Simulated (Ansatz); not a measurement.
Spectroscopic constants of CrH, multiplicity 6 (the spin of the measured ground state). No spin–orbit coupling. Cr is treated without relativity. The T1 diagnostic near the minimum is 0.119, so single-reference values are doubtful.

The constants come from a fifth-degree fit in 1/R (seven points, main isotopes). In def2 and cc sets the state is the lowest found near the PBE0 minimum, followed along R.

Run with Ansatz (Gaussian orbitals). Each number belongs to the level named beside it.

```tsv
level	r_e (Å)	ω_e (cm⁻¹)	α_e (cm⁻¹)	ω_e x_e (cm⁻¹)	D_e (eV)	dipole (D)
SVWN5/def2-TZVPP	1.633	1671	0.19	29	2.61	2.64
PBE/def2-TZVPP	1.651	1631	0.18	29	2.27	2.74
r2SCAN/def2-TZVPP	1.656	1629	0.19	31	2.20	2.88
B97M-V/def2-TZVPP	1.684	1555	0.18	28	2.18	3.14
B3LYP/def2-TZVPP	1.659	1633	0.18	28	2.37	3.10
PBE0/def2-TZVPP	1.662	1618	0.18	29	2.11	3.25
BHLYP/def2-TZVPP	1.673	1611	0.18	29	2.22	3.69
CAM-B3LYP/def2-TZVPP	1.659	1651	0.17	27	2.41	3.41
wB97X-V/def2-TZVPP	1.667	1639	0.16	25	2.35	3.68
wB97M-V/def2-TZVPP	1.667	1637	0.17	26	2.31	3.62
B2PLYP/def2-TZVPP	1.657	1652	0.17	26	-	-
CCSD/def2-TZVPP	1.652	1681	0.19	31	2.11	-
CCSD/def2-QZVPP	1.648	1749	0.17	39	2.20	-
CCSD(T)/def2-TZVPP	1.637	1737	0.20	31	2.17	-
CCSD(T)/def2-QZVPP	1.632	1805	0.17	38	2.26	-
CCSD(T)/CBS(def2-TZVPP, def2-QZVPP)	1.627	1854	0.15	41	-	-
```

D_e counts from each atom's lowest state at the same level, without counterpoise or zero-point energy.

Correlated levels freeze the inner cores; with def2 sets outer-core shells near the valence are correlated too. CBS(a, b) extrapolates the correlation energy as X⁻³ and adds the Hartree–Fock energy of set b.

Doubts at one or more of the structures used: T1 above 0.05 (CCSD/def2-TZVPP, CCSD/def2-QZVPP, CCSD(T)/def2-TZVPP, CCSD(T)/def2-QZVPP, CCSD(T)/CBS(def2-TZVPP, def2-QZVPP)).

Measured for the ground state: r_e 1.6557 Å, B_e 6.22 cm-1, α_e 0.179 cm-1 [Huber and Herzberg (1979), NIST Chemistry WebBook]. D_0 1.93 ± 0.069 eV (a handbook's tabulated 298 K bond energy less 3RT/2; such tables hold older values) [Luo, bond dissociation energies, CRC Handbook].

Ansatz is a first-principles code.
